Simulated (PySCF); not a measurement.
This PySCF input asks for the NMR shieldings of `[C@@]12(C=O)CC[C@@H]1C[C@@H]2F`, C$_{7}$H$_{9}$FO; the geometry comes from GFN2-xTB.

```python
import basis_set_exchange as bse
import numpy as np
from pyscf import gto, dft
from pyscf.prop import nmr

atoms = """
O     2.453370   -0.062878    1.646820
C     1.753186   -0.707249    0.913209
C     0.645096   -0.157366    0.096898
C     0.117418   -0.966293   -1.100500
C    -1.293566   -0.995272   -0.488410
C    -0.812681   -0.115447    0.669345
C    -0.870132    1.395074    0.402116
C     0.588663    1.372008   -0.072466
F     0.783886    1.817963   -1.353941
H     1.867834   -1.807266    0.829452
H     0.199386   -0.434276   -2.045326
H     0.585241   -1.943518   -1.200934
H    -1.606884   -1.987541   -0.171382
H    -2.079249   -0.554910   -1.098768
H    -1.034309   -0.439636    1.681731
H    -1.566953    1.679986   -0.383334
H    -1.042091    2.011630    1.280285
H     1.303028    1.901308    0.563553
"""
names = dict.fromkeys(["O", "C", "F", "H"], "pcSseg-1")
basis = {el: gto.basis.parse(bse.get_basis(n, elements=[el], fmt="nwchem")) for el, n in names.items()}
mol = gto.M(atom=atoms, basis=basis, charge=0, verbose=0)
mf = dft.RKS(mol, xc="PBE0")
mf.grids.level = 2
mf.grids.alignment = dft.numint.BLKSIZE   # the property module wants whole blocks of grid points
mf.conv_tol = 1e-9
mf.kernel()

calc = nmr.RKS(mf)   # GIAO
C = mf.mo_coeff
Co = C[:, mf.mo_occ > 0]
resp = mf.gen_response(singlet=True, hermi=2)
def vind(x):   # induced exchange potential for any number of trial vectors
    d = np.einsum("pi,xij,qj->xpq", C, 2 * x.reshape(-1, C.shape[1], Co.shape[1]), Co, optimize=True)
    return np.einsum("xpq,pi,qj->xij", resp(d - d.transpose(0, 2, 1)), C, Co, optimize=True).ravel()
mo1, _ = nmr.rhf.solve_mo1(calc, with_cphf=vind)
sigma = calc.kernel(mo1)
for i, s in enumerate(sigma):   # ppm
    print("%2d %-2s %9.2f" % (i, mol.atom_pure_symbol(i), np.trace(s) / 3))
```

Q: Give the expected output.

A: 
```
 0 O    -352.59
 1 C     -19.30
 2 C     131.94
 3 C     169.84
 4 C     158.79
 5 C     153.95
 6 C     150.88
 7 C     103.97
 8 F     376.64
 9 H      21.53
10 H      28.71
11 H      29.23
12 H      29.08
13 H      29.74
14 H      29.52
15 H      29.58
16 H      29.06
17 H      25.86
```

These numbers come from an equivalent density-fitted implementation of the same equations, which agrees with the script to about 0.01 ppm for H and up to a few tenths of a ppm for heavy atoms, so last digits may differ.

Size and cost of the density-fitted run: 198 basis functions, 31 s wall time on 1 thread of an Arm Neoverse V1, shared host; peak memory 0.88 GiB.
